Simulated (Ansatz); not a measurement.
Al(NH3)Cl3 (AlNCl₃H₃), 8 atoms. Hardware: 4 threads of Arm Neoverse V1 on a shared host.

Correlated methods freeze 21 core orbitals.

Q: How many basis functions does each of these Ansatz runs have, and roughly what does it cost? CCSD(T)/def2-TZVP, charge 0 singlet, energy, from earlier orbitals; PBE0-D4/def2-SVP, charge 1 doublet at the geometry of the charge 0 singlet, energy with a search over starts; PBE-D4/def2-TZVP, charge 0 triplet at the geometry of the charge 0 singlet, energy, from earlier orbitals; r2SCAN-D4/def2-TZVP, charge 0 triplet at the geometry of the charge 0 singlet, energy, from earlier orbitals; r2SCAN-D4/def2-TZVP, charge 0 singlet, energy, from earlier orbitals; PBE-D4/def2-SVP, charge 0 singlet, energy, from earlier orbitals; PBE0-D4/def2-TZVP, charge 1 doublet at the geometry of the charge 0 singlet, energy, from earlier orbitals; CAM-B3LYP-D4/def2-TZVP, charge 0 singlet, energy, from earlier orbitals; PBE0-D4/def2-TZVP, charge 0 triplet at the geometry of the charge 0 singlet, energy; BLYP-D4/def2-TZVP, charge 0 singlet, energy, from earlier orbitals; r2SCANh-D4/def2-TZVP, charge 0 singlet, energy, from earlier orbitals; PBE-D4/def2-TZVP, charge 1 doublet at the geometry of the charge 0 singlet, energy, from earlier orbitals.

A: Other jobs shared the machine, so times can vary by a factor of up to 3. A dash marks memory too small to be measured apart from the calling script's.

| run | functions | fitting or Cholesky vectors | wall time | peak host memory (GiB) |
| --- | --- | --- | --- | --- |
| PBE-D4/def2-SVP, charge 0 singlet, energy, from earlier orbitals | 101 | 1124 | 0.85 s | – |
| BLYP-D4/def2-TZVP, charge 0 singlet, energy, from earlier orbitals | 197 | 1314 | 1.8 s | – |
| CAM-B3LYP-D4/def2-TZVP, charge 0 singlet, energy, from earlier orbitals | 197 | 1335 | 3 s | 0.63 |
| PBE-D4/def2-TZVP, charge 1 doublet at the geometry of the charge 0 singlet, energy, from earlier orbitals | 197 | 1314 | 3.7 s | – |
| r2SCAN-D4/def2-TZVP, charge 0 singlet, energy, from earlier orbitals | 197 | 1314 | 3.8 s | – |
| PBE0-D4/def2-SVP, charge 1 doublet at the geometry of the charge 0 singlet, energy with a search over starts | 101 | 933 | 3.9 s | – |
| PBE-D4/def2-TZVP, charge 0 triplet at the geometry of the charge 0 singlet, energy, from earlier orbitals | 197 | 1314 | 4.1 s | – |
| r2SCANh-D4/def2-TZVP, charge 0 singlet, energy, from earlier orbitals | 197 | 1314 | 4.6 s | 0.6 |
| PBE0-D4/def2-TZVP, charge 1 doublet at the geometry of the charge 0 singlet, energy, from earlier orbitals | 197 | 1370 | 6.5 s | 0.78 |
| PBE0-D4/def2-TZVP, charge 0 triplet at the geometry of the charge 0 singlet, energy | 197 | 1370 | 8.5 s | 0.82 |
| r2SCAN-D4/def2-TZVP, charge 0 triplet at the geometry of the charge 0 singlet, energy, from earlier orbitals | 197 | 1314 | 9.5 s | – |
| CCSD(T)/def2-TZVP, charge 0 singlet, energy, from earlier orbitals | 197 | 1209 | 43 s | 2.1 |
